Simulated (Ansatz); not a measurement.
A nudged elastic band was laid between two geometries of Cl3In + H (5 atoms, charge 0, multiplicity 2).

These are results of Ansatz, UKS B3LYP/def2-SVP, not measurements.

```yaml
movable_images: 7
climbing_image: yes
spring: 5.0 eV/Å²
optimiser: quadratic models (default)
start_path: through a guess of the saddle point
force_threshold: 0.5 eV/Å
iteration_limit: 41
end_points: relaxed
```

Image 0:

```xyz
5
Properties=species:S:1:pos:R:3
In 0.000 0.000 -0.160
Cl 0.000 0.000 2.181
Cl 2.027 0.000 -1.329
Cl -2.027 0.000 -1.329
H 0.000 0.000 5.247
```

Image 8:

```xyz
5
Properties=species:S:1:pos:R:3
In 0.000 0.000 -0.322
Cl 0.000 0.000 3.359
Cl 2.083 0.000 -1.539
Cl -2.083 0.000 -1.539
H 0.000 0.000 4.651
```

Q: Which bonds break or form, and what moves?

A: Bonds broken: In1–Cl2. Bonds formed: Cl2–H5. Cl3In + H becomes Cl2In + ClH.

Q: Give the energies along the band, and the barrier.

A: The run converged. The highest image is number 3 of 0 to 8, 0.083 eV above the first end and 1.173 eV above the last; the last end lies 1.090 eV below the first. The threshold of 0.5 eV/Å is loose, so the images may lie well off the minimum-energy path. The order of the point at the top wasn't checked.

| image | path coordinate (Å) | energy (eV) | In1–Cl2 (Å) | Cl2–H5 (Å) |
| --- | --- | --- | --- | --- |
| 0 | 0.00 | 0.000 | 2.34 | 3.07 |
| 1 | 0.29 | 0.005 | 2.34 | 2.75 |
| 2 | 0.57 | 0.029 | 2.35 | 2.42 |
| 3 | 0.86 | 0.083 | 2.39 | 2.07 |
| 4 | 1.14 | -0.106 | 2.60 | 1.67 |
| 5 | 1.43 | -0.930 | 2.92 | 1.35 |
| 6 | 1.71 | -1.053 | 3.21 | 1.30 |
| 7 | 1.99 | -1.084 | 3.44 | 1.29 |
| 8 | 2.28 | -1.090 | 3.68 | 1.29 |

Q: What is the geometry of the highest image?

A: 
```xyz
5
Properties=species:S:1:pos:R:3
In 0.000 0.000 0.024
Cl 0.000 0.000 2.415
Cl 2.030 0.000 -1.156
Cl -2.030 0.000 -1.156
H 0.000 0.000 4.483
```

The band took 4 iterations and of the order of 5 core-minutes.

Run time: 2.6 min on 2 threads of Intel(R) Xeon(R) Platinum 8259CL CPU @ 2.50GHz (Skylake/Cascade Lake), on a shared host, peak memory 0.31 GiB.
